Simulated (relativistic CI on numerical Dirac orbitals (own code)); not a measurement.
How well does a small relativistic CI reproduce Pr³⁺?

Computed by Dirac-Coulomb-Breit CI, KLI orbitals optimised for each configuration, QED by a radiative potential, valence Slater integrals scaled by 0.85, P86 correlation energy added to each configuration (own radial code, finite nucleus).

CI space (outside the closed core [Kr] 4d10 5s2): 4f2 5p6, 4f 5p6 5d, 4f 5p6 6s, 4f2 5p5 5d, 4f 5p6 6p, 4f3 5p5, 4f 5p6 6d, 4f 5p6 7s, 4f 5p6 5f, 4f2 5p5 5f, 4f 5p6 7p, 4f2 5p5 5g, 4f2 5p5 6s, 4f 5p6 6f, 4f 5p6 7d, 5p6 5d 5f, 4f 5p6 8s, 4f 5p6 5g, 4f 5p6 8p, 5p6 5d 6p, 5p6 5g 6p, 4f2 5p5 6p, 5p6 6s 6p, 5p6 5f 5g, 5p6 5d2, 5p5 5d3, 5p6 5d 6s, 5p5 5d2 6s, 5p6 5f2, 5p5 5d 5f2, 5p6 6s2, 5p5 5d 6s2, 5p6 5g2, 5p5 5d 5g2, 5p6 5d 5g, 5p5 5d2 5g. Double excitations out of closed p, d and f shells are left out; levels of such configurations are missing from the list, as are those of other unlisted configurations, and high levels can miss mixing partners.

```csv
Configuration,Term (tabulated),J,Measured (cm⁻¹),Computed,Error,Purity (%)
4f2 5p6,3H,4,0.0,0,0,96
4f2 5p6,3H,5,2152.1,2016,-137,99
4f2 5p6,3H,6,4389.1,4121,-269,99
4f2 5p6,3F,2,4996.6,5437,440,98
4f2 5p6,3F,3,6415.2,6728,312,99
4f2 5p6,1D,2,17334.4,18808,1473,91
4f2 5p6,3P,0,21389.8,23410,2020,98
4f2 5p6,3P,1,22007.5,23953,1945,99
4f2 5p6,1I,6,22211.5,23054,842,99
4f2 5p6,3P,2,23160.6,24957,1797,93
4f 5p6 5d,1G°,4,61170.9,56263,-4908,73
4f 5p6 5d,3F°,2,61457.5,56446,-5011,79
4f 5p6 5d,3G°,3,63355.9,57733,-5623,83
4f 5p6 5d,3H°,4,63580.6,58876,-4705,78
4f 5p6 5d,3F°,3,64123.5,58581,-5543,89
4f 5p6 5d,3H°,5,65239.4,60634,-4605,98
4f 5p6 5d,1D°,2,65321.7,60548,-4773,68
4f 5p6 5d,3G°,4,65639.9,59843,-5797,90
4f 5p6 5d,3F°,4,66518.0,60898,-5620,74
4f 5p6 5d,3D°,1,66967.7,62075,-4893,95
4f 5p6 5d,3G°,5,67899.3,61929,-5970,96
4f 5p6 5d,3H°,6,68077.8,63275,-4803,99
4f 5p6 5d,3D° †,2,68411.5,63468,-4944,88
4f 5p6 5d,3D° †,3,68495.6,63270,-5226,57
4f 5p6 5d,3P°,1,70755.3,66051,-4705,92
4f 5p6 5d,3P°,0,70842.9,66087,-4756,98
4f 5p6 5d,3P°,2,72185.1,67464,-4721,93
4f 5p6 5d,1H°,5,75265.7,70062,-5203,96
4f 5p6 5d,1P°,1,78776.4,73823,-4953,91
4f 5p6 6s,"(5/2,1/2)°",2,100258.5,99855,-403,99
4f 5p6 6s,"(5/2,1/2)°",3,100543.9,100156,-388,69
4f 5p6 6s,"(7/2,1/2)°",4,103271.4,102767,-505,99
4f 5p6 6s,"(7/2,1/2)°",3,103753.8,103289,-465,69
4f 5p6 6p,"(5/2,1/2)",3,136850.9,136192,-658,57
4f 5p6 6p,"(5/2,1/2)",2,137175.0,136336,-839,70
4f 5p6 6p,"(7/2,1/2)",3,139875.3,138921,-954,58
4f 5p6 6p,"(5/2,3/2)",3,141254.0,140228,-1026,41
4f 5p6 6p,"(5/2,3/2)",2,142331.6,141118,-1213,54
4f 5p6 6p,"(5/2,3/2)",1,142997.3,141790,-1207,99
4f 5p6 6p,"(7/2,3/2)",3,144943.3,143651,-1293,64
4f 5p6 6p,"(7/2,3/2)",5,145281.2,144077,-1204,99
4f 5p6 6p,"(7/2,3/2)",2,146577.1,145163,-1415,63
```

Measured levels from Martin, Zalubas and Hagan, Atomic Energy Levels: The Rare-Earth Elements, NSRDS-NBS 60 (1978); pairs were made by configuration, J and term (by order where the table uses no LS term), so strongly mixed levels may be paired wrongly.

Mean error by configuration (cm⁻¹): 4f2 5p6 936; 4f 5p6 5d -5094; 4f 5p6 6s -440; 4f 5p6 6p -1090. Over the excited levels the mean absolute error is 2754 cm⁻¹ (41 of the 45 excited levels that our extract of the source holds in range could be paired, and the others can miss by more), and the median relative error of those above 1,000 cm⁻¹ is 6.6 %. Some levels of the ground configuration have no partner. † marks terms whose computed intervals miss the measured ones by more than a factor of 2.5, or configurations far off the rest, from wrong mixing, a near crossing or a doubtful label or measurement; they are left out of the means.
